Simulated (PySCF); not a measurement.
# Ionisation energy of Te³⁸⁺ by level of theory

Te³⁸⁺ [Ne] 3s2 3p2 (3P) → Te³⁹⁺ [Ne] 3s2 3p1 (2P), as a difference of total energies. Calculation: PySCF 2.14, in an even-tempered Gaussian basis (18 s from 6.6 bohr⁻², ratio 2.5; 12 p from 8.6 bohr⁻², ratio 2.5; 4 d from 35 bohr⁻², ratio 2.7; 4 f from 52 bohr⁻², ratio 2.7); scalar relativity by spin-free X2C-1e. Correlated levels: outer shells: 1s2 frozen; virtual orbitals above 40 to 60 times the deepest correlated orbital energy dropped. The calculations carry no spin-orbit coupling.

```csv
method,ionisation energy (eV)
UHF,2662.8
MP2 (outer shells),2663.3
SCS-MP2 (outer shells),2663.1
CCSD (outer shells),2663.2
CCSD(T) (outer shells),2663.2
```

Spin-orbit coupling is strong in these open shells (close to jj coupling). The scalar numbers leave it out and a first-order estimate fails, so it can dominate the gap to the real levels.

Breit and QED terms and the two-electron picture change are absent.

For comparison: 2700 ± 4 eV (theoretical estimate listed by NIST; NIST Atomic Spectra Database, ionization energies).
